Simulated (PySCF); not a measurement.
# TcSF₂: one-bond stretch

Method: UB3LYP/[Tc def2-SVP with ECP28, S def2-SVP, F def2-SVP], scalar-relativistic core potentials, density fitting, no spin–orbit coupling, PySCF.

Rigid scan from the quartet minimum (Tc–F 1.853 Å (×2), Tc–S 2.096 Å; F–Tc–F 134.8°, F–Tc–S 112.6° (×2)). Coordinate: the bond from Tc to the last atom (F) scaled, the rest fixed. Energies in kJ/mol from the minimum.

(1) Predict the curve at 0.92, 0.96, 1.00, 1.05, 1.12, 1.20, 1.35, 1.55, 1.80, 2.20.

Results:

(1) 
```tsv
scale of one bond	E (kJ/mol)	dipole size (D)	⟨S²⟩
0.92	37.8	1.17	3.77
0.96	8.2	0.68	3.77
1.00	0.0	0.27	3.78
1.05	9.7	0.43	3.78
1.12	45.3	1.07	3.79
1.20	101.4	1.76	3.80
1.35	215.9	2.80	3.83
1.55	338.4	–	4.08
1.80	417.2	–	4.39
2.20	465.3	–	4.58
```

Spin contamination is strong at 1.55, 1.80, 2.20, so these points are less reliable.

Other spin states or occupations of the open shell can lie lower.

Other isomers or separated fragments may lie lower.
